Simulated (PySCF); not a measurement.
# How methods differ on the excitation energy of Yb²⁺

Yb²⁺ [Xe] 4f14 (1S) → Yb²⁺ [Xe] 4f13 6s1 (3F), as a difference of total energies. All numbers are calculated (PySCF 2.14, the spin-free X2C one-electron Hamiltonian (Gaussian nucleus), in x2c-TZVPPall). Correlated levels: valence: [Kr] 4d10 frozen; valence and next inner shell: [Ar] 3d10 frozen. The calculations carry no spin-orbit coupling.

| method | excitation energy (eV) |
| --- | --- |
| UHF | 0.918 |
| MN15 | 6.230 |
| M06-2X | 3.950 |
| B2PLYP | 4.790 |
| MP2 (valence) | 6.076 |
| SCS-MP2 (valence) | 5.343 |
| MP2 (valence and next inner shell) | 6.553 |
| SCS-MP2 (valence and next inner shell) | 5.694 |

**Question.** How much does correlation contribute at MP2 (valence and next inner shell)?

**Answer.** 6.553 − (0.918) = 5.635 eV, measured against UHF.

The basis was made for the ground configuration and has no added diffuse functions, so the excitation energy can come out too high.
